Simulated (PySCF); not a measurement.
Molfile (atoms numbered from 1):
```
C7H11F
     RDKit          3D

 19 19  0  0  0  0  0  0  0  0999 V2000
    2.5580    2.0898   -0.2307 F   0  0  0  0  0  0  0  0  0  0  0  0
    2.3304    0.7417   -0.3450 C   0  0  0  0  0  0  0  0  0  0  0  0
    0.8907    0.3769   -0.1137 C   0  0  0  0  0  0  0  0  0  0  0  0
   -0.0348    1.2707    0.2018 C   0  0  0  0  0  0  0  0  0  0  0  0
   -1.4746    0.9317    0.4280 C   0  0  0  0  0  0  0  0  0  0  0  0
   -1.8159   -0.4531   -0.1143 C   0  0  0  0  0  0  0  0  0  0  0  0
   -0.7558   -1.4531    0.3326 C   0  0  0  0  0  0  0  0  0  0  0  0
    0.5907   -1.0873   -0.2859 C   0  0  0  0  0  0  0  0  0  0  0  0
    2.6484    0.4546   -1.3558 H   0  0  0  0  0  0  0  0  0  0  0  0
    2.9828    0.2498    0.3884 H   0  0  0  0  0  0  0  0  0  0  0  0
    0.2361    2.3101    0.3216 H   0  0  0  0  0  0  0  0  0  0  0  0
   -2.1048    1.6908   -0.0417 H   0  0  0  0  0  0  0  0  0  0  0  0
   -1.6761    0.9686    1.5041 H   0  0  0  0  0  0  0  0  0  0  0  0
   -2.8023   -0.7606    0.2372 H   0  0  0  0  0  0  0  0  0  0  0  0
   -1.8410   -0.4210   -1.2054 H   0  0  0  0  0  0  0  0  0  0  0  0
   -0.6754   -1.4288    1.4210 H   0  0  0  0  0  0  0  0  0  0  0  0
   -1.0356   -2.4662    0.0377 H   0  0  0  0  0  0  0  0  0  0  0  0
    1.3892   -1.6810    0.1675 H   0  0  0  0  0  0  0  0  0  0  0  0
    0.5802   -1.3246   -1.3549 H   0  0  0  0  0  0  0  0  0  0  0  0
  1  2  1  0
  2  3  1  0
  3  4  2  0
  4  5  1  0
  5  6  1  0
  6  7  1  0
  7  8  1  0
  8  3  1  0
  2  9  1  0
  2 10  1  0
  4 11  1  0
  5 12  1  0
  5 13  1  0
  6 14  1  0
  6 15  1  0
  7 16  1  0
  7 17  1  0
  8 18  1  0
  8 19  1  0
M  END
```

Geometry: GFN2-xTB; GIAO shifts from PySCF, gas phase, non-relativistic, averaged over equivalent atoms.

At HF/def2-SVP (167 basis functions, 9.1 s wall time on 1 thread of an Arm Neoverse V1, shared host):
```csv
atoms,δ (ppm)
F1,-188.9
C3,132.5
C4,123.3
C2,76.5
C5,23.0
C8,22.8
C6,22.2
C7,21.9
H11,5.99
H9/H10,4.53
H12/H13,1.86
H16/H17,1.40
H18/H19,1.39
H14/H15,1.37
```

Referencing at the same level of theory: $^{19}$F (σref 275.76) vs CFCl3; $^{13}$C (σref 201.92) and $^{1}$H (σref 32.33) against TMS.

Q: What do these become at PBE0/pcSseg-1?

A: 
| atoms | δ at PBE0/pcSseg-1 | change |
| --- | --- | --- |
| F1 | -259.8 | -70.9 |
| C3 | 140.4 | +7.9 |
| C4 | 126.7 | +3.4 |
| C2 | 88.4 | +11.9 |
| C5 | 29.1 | +6.1 |
| C8 | 27.4 | +4.6 |
| C6 | 26.6 | +4.4 |
| C7 | 26.0 | +4.1 |
| H11 | 6.21 | +0.22 |
| H9/H10 | 5.06 | +0.53 |
| H12/H13 | 2.24 | +0.38 |
| H16/H17 | 1.65 | +0.25 |
| H18/H19 | 1.73 | +0.34 |
| H14/H15 | 1.63 | +0.26 |

δ = σ(ref) − σ, references computed at the same level: CFCl3 for $^{19}$F (170.95 ppm); $^{13}$C (186.93 ppm) and $^{1}$H (31.72 ppm) against TMS.

The largest change is at F1 (fluorine on an sp3 carbon). Cost: 191 basis functions, 28 s wall time on 1 thread of an Arm Neoverse V1, shared host. The order of the carbon signals is the same at both levels.

Unscaled 19F shifts against computed CFCl3 carry errors that often reach 10 to 50 ppm.
